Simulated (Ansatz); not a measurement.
This geometry of Cl2H2Sn (5 atoms, charge 0, multiplicity 1) is a first-order saddle point.

All numbers below come from Ansatz 0.2.0, RKS B3LYP/def2-SVP.

```xyz
5
Properties=species:S:1:pos:R:3
Sn 0.279 0.073 -0.416
Cl 1.270 -0.010 2.054
H 1.884 -0.081 0.351
H -0.889 1.348 -0.300
Cl -1.067 -1.876 -0.643
```

**Question.** Which two structures does it join? (They come from a converged band through this point; their orientation in space is the band's.)

**Answer.** Bonds broken: Sn1–Cl2, Sn1–H3. Bonds formed: Cl2–H3.

Initial state:

```xyz
5
Properties=species:S:1:pos:R:3
Sn 0.361 0.039 0.079
Cl 0.710 -0.021 2.415
H 1.890 -0.070 -0.677
H -0.616 1.399 -0.265
Cl -0.868 -1.893 -0.507
```

Final state:

```xyz
5
Properties=species:S:1:pos:R:3
Sn 0.349 0.795 -0.973
Cl 1.552 -0.031 1.662
H 0.901 -1.043 1.112
H -1.081 1.345 -0.038
Cl -0.243 -1.613 -0.717
```

**Question.** How far does it lie above each of them?

**Answer.** 171.0 kJ/mol above the first and 117.7 kJ/mol above the second. This is the barrier of this one path; another mechanism may lie lower. The orbitals stay closed-shell, which can raise the energy where a bond breaks towards radicals; this wasn't checked here.

Run time: 90 s on 1 thread of AMD EPYC 9R45 96-Core Processor (Zen 5) (shared host), peak memory 0.17 GiB.
